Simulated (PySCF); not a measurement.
## Electronic absorption of C3H5BF2

C3H5BF2.
SMILES: `FB(F)C1CC1`

Computed with TDDFT CAM-B3LYP/def2-SVPD, vertical, gas phase, core orbitals frozen in the response (PySCF 2.14.0, density-fitted response routines). Geometry: PBE0-D3(BJ)/def2-SVP, one conformer, isolated molecule. Torsions of this conformer, `[F:1][B:2]([F:3])[CH:4]1[CH2:5][CH2:6]1`: F1–B2–C4–C5 -148°.

Problem. What does the calculation give for the low-lying excited states?

Solution. 

```tsv
state	E (eV)	E (kJ/mol)	λ (nm)	f	main configurations (H = HOMO, L = LUMO)
S1	8.03	774	154.5	0.0078	H-1→L+1 (89%)
S2	8.25	796	150.2	0.245	H→L+1 (91%)
S3	8.50	820	145.9	0.0003	H→L (75%), H→L+2 (16%)
S4	8.55	825	145.0	0.0044	H-1→L (69%), H-1→L+2 (23%)
S5	8.87	856	139.8	0.0034	H-2→L+1 (70%), H→L+2 (9%)
S6	8.94	862	138.7	0.0008	H→L+2 (42%), H→L (18%), H→L+3 (17%)
S7	8.97	865	138.2	0.017	H-1→L+2 (44%), H-1→L+3 (26%), H-1→L (20%)
S8	9.20	888	134.7	0.026	H→L+3 (68%), H→L+2 (26%)
S9	9.22	890	134.4	0.032	H-1→L+3 (67%), H-1→L+2 (23%)
S10	9.56	923	129.6	0.018	H→L+4 (91%)
```

Triplets, Tamm–Dancoff:

| state | E (eV) | λ (nm) | main configurations (H = HOMO, L = LUMO) |
| --- | --- | --- | --- |
| T1 | 7.22 | 171.6 | H→L+1 (87%), H→L+4 (10%) |
| T2 | 7.30 | 169.7 | H-1→L+1 (76%), H-1→L+4 (11%) |
| T3 | 8.32 | 149.0 | H→L (64%), H→L+2 (16%) |
| T4 | 8.38 | 148.0 | H-1→L (56%), H-1→L+2 (36%) |

The lowest singlet comes at 154 nm (774 kJ/mol) in the vacuum ultraviolet; it is weak; its leading configuration is HOMO-1→LUMO+1 (89%). The most intense listed level is S2 at 8.25 eV (150 nm, f = 0.245), 0.23 eV above S1. Löwdin shares by element: HOMO (one of a set within 0.03 eV) carbon 80% (atoms not listed hold the other 20%); LUMO boron 58%, fluorine 14%, carbon 5% or more (atoms not listed hold the other 23%). Of the 10 states listed, 5 reach f = 0.01 and 1 stays under 0.0005. Weighted by f, the mean energy of these states is 8.52 eV. The oscillator strengths of these states sum to 0.355; summed over the whole spectrum of an exact calculation they would give the number of electrons, 46 (Thomas–Reiche–Kuhn). No computed singlet lies in the visible range (380 to 750 nm); the lowest, at 154 nm, stands 4.76 eV above its violet end (3.26 eV). All these states lie below the vertical ionisation energy of 11.36 eV (ΔSCF). The window holds the lowest 10 singlets.

The run took 90 s of wall time (with the writing of density and orbital grids) on one thread, Arm Neoverse V1 (aarch64), no GPU, shared host, and the process peaked at 0.74 GiB of memory.
